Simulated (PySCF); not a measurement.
Li2, singlet, at a GFN2-xTB geometry (such geometries of metal compounds can be far from the true shape). Base run: PySCF with HF/cc-pVTZ.

Here is a job for PySCF.
```python
from pyscf import gto, scf

mol = gto.Mole()
mol.atom = '''
    Li   -0.00000000   -0.00000000   -1.14955728
    Li    0.00000000    0.00000000    1.14955728
'''
mol.basis = 'cc-pvtz'
mol.verbose = 4
mol.build()

mf = scf.RHF(mol)
mf.kernel()
```

Variants of this job, named by their change:

```
change                     E (Eh)  HOMO (eV)  HOMO-LUMO gap (eV)
----------------------  ---------  ---------  ------------------
base                    -14.86292      -5.15                5.42
functional = bhandhlyp  -14.99319      -4.38                3.69
functional = lda,vwn    -14.71806      -3.32                1.64
functional = r2scan     -14.98007      -3.34                1.95
functional = mn12l      -15.05718      -4.02                2.14
functional = camb3lyp   -14.96880      -4.78                4.25
functional = b3lyp      -15.01127      -3.77                2.47
functional = pw6b95     -15.03722      -3.91                2.73
functional = revpbe     -14.99550      -3.31                1.67
functional = tpssh      -15.00445      -3.61                2.23
functional = o3lyp      -15.00260      -3.50                2.10
functional = m062x      -14.99436      -4.44                3.66
functional = lc_wpbe    -14.96381      -5.70                5.72
```

Totals shift with the method and basis; they matter in differences.
